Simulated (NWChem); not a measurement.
System: C2H7NOSi; SMILES C/N=C/O[SiH3]

```xyz
12

C      0.4062    -2.5191     0.0000
N      0.2666    -1.0925     0.0000
C     -0.8800    -0.5677     0.0000
O     -1.0344     0.7556     0.0000
Si     0.3984     1.6966     0.0000
H      0.9821    -2.8413    -0.8829
H      0.9821    -2.8413     0.8829
H     -0.5577    -3.0649     0.0000
H     -1.8404    -1.1158     0.0000
H      1.1975     1.4652     1.2333
H     -0.1392     3.0855     0.0000
H      1.1975     1.4652    -1.2333
```
Atoms are numbered in this order, from 1.

Geometry: optimised at PBE0/def2-SVP. No frequency run checked for a minimum.

 Unshifted, non-relativistic core excitations; the lowest 4 roots alone, so stronger bands may lie above.

### Question
List the first N K-edge excitations from PBE0/6-311G** (spherical d), restricted-window TDA (NWChem).

### Answer
| state | energy (eV) | dipole oscillator strength | leading excitation (squared amplitude) |
|---|---|---|---|
| S1 | 388.3 | 0.0403 | 1s of atom 2 or its equivalents → LUMO (0.97) |
| S2 | 390.3 | 0.0014 | 1s of atom 2 or its equivalents → LUMO+1 (0.99) |
| S3 | 391.3 | 0.0015 | 1s of atom 2 or its equivalents → LUMO+2 (0.87) |
| S4 | 391.8 | 0.0013 | 1s of atom 2 or its equivalents → LUMO+3 (0.74) |
